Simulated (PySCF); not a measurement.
**Vibration and rotation of InH⁺**

PBE0 constants of InH⁺, ²Σ⁺ (doublet), unpaired electrons σ ↑ (PySCF, scalar-relativistic core potentials, basis sets In cc-pVTZ-PP with ECP28, H cc-pVTZ; masses 114.9039 and 1.0078 u):

* ωe: 1050.9 cm⁻¹
* ωexe: 132.0 cm⁻¹
* Be: 4.8824 cm⁻¹
* αe: 0.503 cm⁻¹
* De to In⁺ + H: 0.309 eV

**Question.** What force constant and bond length do these constants imply?

**Answer.** Reduced mass μred = 0.99906 u; k = 5.8918×10⁻⁷·μred·ωe² (u, cm⁻¹, mdyn/Å) = 0.650 mdyn/Å; Re = √(16.8576/(μred·Be)) (u, cm⁻¹, Å) = 1.859 Å.

**Question.** Estimate the centrifugal constant D from the Kratzer relation and find the Dunham coefficient a1.

**Answer.** D = 4Be³/ωe² = 0.000422 cm⁻¹; a1 = −1 − αeωe/(6Be²) = -4.70.

The bond is weak. Basis-set superposition, not corrected here, can be much of De in a small basis, most of all at correlated wavefunction levels. Spin–orbit coupling is left out. For an ion De counts to the pair picked by the measured ionisation energies or electron affinities, which need not be the lowest pair at this level. The state is the lowest determinant that a PBE0 search found; another state may lie lower at other levels.
